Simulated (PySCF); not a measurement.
# Be (beryllium, neutral) across methods

[He] 2s2, closed-shell 1S. All numbers are calculated (PySCF 2.14, the spin-free X2C one-electron Hamiltonian (Gaussian nucleus), in dyall-av3z). The B2PLYP total includes its PT2 part (frozen core); its orbital energies are those of the SCF part.

```tsv
method	E (hartree)	mean ε 1s (eV)	mean ε 2s (eV)	Σ⟨r²⟩ (bohr²)	⟨S²⟩
UHF	-14.57553	-128.80	-8.417	17.32	0.000
LDA	-14.4497	-104.94	-5.599	17.00	0.000
LC-wPBE	-14.6436	-112.13	-8.917	16.56	0.000
B2PLYP	-14.6519	-118.54	-7.190	16.97	0.000
PBE	-14.6326	-106.20	-5.609	16.77	0.000
r2SCAN	-14.6516	-108.62	-5.746	16.88	0.000
TPSSh	-14.6728	-109.94	-6.081	16.65	0.000
PBE0	-14.6392	-111.99	-6.493	16.74	0.000
wB97X	-14.6659	-113.90	-8.638	16.94	0.000
```
